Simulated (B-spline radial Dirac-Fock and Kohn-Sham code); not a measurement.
**Auger parameter of potassium: the L3 level and its strongest L3-MM line**

Level of theory: ΔSCF Dirac-Fock with Breit, self-energy and vacuum polarisation, finite nucleus, configuration average; a radial finite-basis atomic code. The modified Auger parameter α′ is the binding energy plus the kinetic energy of the Auger electron; it does not depend on the energy zero. For free ions it tends to fall with charge, since less charge screens the final holes.

| species | configuration | binding 2p3/2 (eV) | Auger line | kinetic (eV) | α′ (eV) |
| --- | --- | --- | --- | --- | --- |
| K | [Ar] 4s1 | 300.3 | M2M3 J=2 | 238.1 | 538.5 |
| K | [Ar] 4p1 | 301.7 | M2M3 J=2 | 237.1 | 538.8 |
| K⁺ | [Ne] 3s2 3p6 | 307.5 | M2M3 J=2 | 230.1 | 537.6 |
| K⁺ (Watson 1.6 Å) | [Ne] 3s2 3p6 | 298.5 | M2M3 J=2 | 239.1 | 537.6 |
| K⁺ (Watson 2.7 Å) | [Ne] 3s2 3p6 | 302.1 | M2M3 J=2 | 235.4 | 537.6 |

Values without a named source are computed, but for edge energies of neutral atoms, which are taken from tables.
